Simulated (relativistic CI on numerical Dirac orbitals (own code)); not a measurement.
**What each ingredient does to the levels of Tc⁷⁺**

Base calculation: Dirac-Coulomb-Breit CI, KLI orbitals optimised for each configuration, model QED, unscaled Slater integrals.

Configuration list (outside the closed core [Ar] 3d10): 4s2 4p6, 4s2 4p5 4d, 4s 4p6 4d, 4s2 4p5 4f, 4s2 4p5 5s, 4s 4p6 4f, 4s2 4p5 5p, 4s2 4p5 5d, 4s 4p6 5s, 4p6 4d2, 4p5 4d3, 4p5 4d2 4f, 4p5 4d2 5s, 4p5 4d2 5p. Double excitations out of closed p, d and f shells are left out; levels of such configurations are missing from the list, as are those of other unlisted configurations, and high levels can miss mixing partners. These lack a partner that the ground configuration has and come out too high: 4s2 4p5 5d.

Variants: (1) valence Slater integrals scaled by 0.9; (2) configuration mixing switched off; (3) non-relativistic limit. Shifts of the energy above 4s2 4p6 1S_0, in cm⁻¹, for the lowest level and the first level of each name with at least 55 % of one term (blank where a level changes its place among those of its configuration and J or its character, or is not in the variant):

```tsv
Level	Base	Δ(1)	Δ(2)	Δ(3)
4s2 4p6 1S_0	0	0	0	0
4s2 4p5 4d 3P°_0	328386	+2717	-105	-1662
4s2 4p5 4d 3P°_1	332336	+2578	-102	-5612
4s2 4p5 4d 3P°_2	340363	+2263	-96	-13640
4s2 4p5 4d 3F°_4	342620	+1793	+1620	-5469
4s2 4p5 4d 3F°_3	346078	+1379	+1393	-8927
4s2 4p5 4d 3F°_2	352790	+999	+1063	-15638
4s2 4p5 4d 3D°_3	367146	-807	+15	-5938
4s2 4p5 4d 3D°_1	377153	-745	-140	-15946
4s2 4p5 4d 3D°_2	384450	-341	-153	-23242
4s2 4p5 4d 1P°_1	481456	-11450	+3613	-12903
4s2 4p5 5s 3P°_2	560713	+233	+237	+12556
4s2 4p5 5s 3P°_0	588428	+229	+297	-15159
4s 4p6 4d 3D_1	621664	+4336	+22068	-32592
```

At this charge configurations can still be misplaced by up to about 7 % of their energy.

Ionisation energy from the two ground configurations alone: base 149.905 eV. The NIST ASD value (theoretical) is 150 eV.

LS names give the leading component of a level, which can be under half, so a name can repeat, a term be missing and a line seem to break the LS rules.
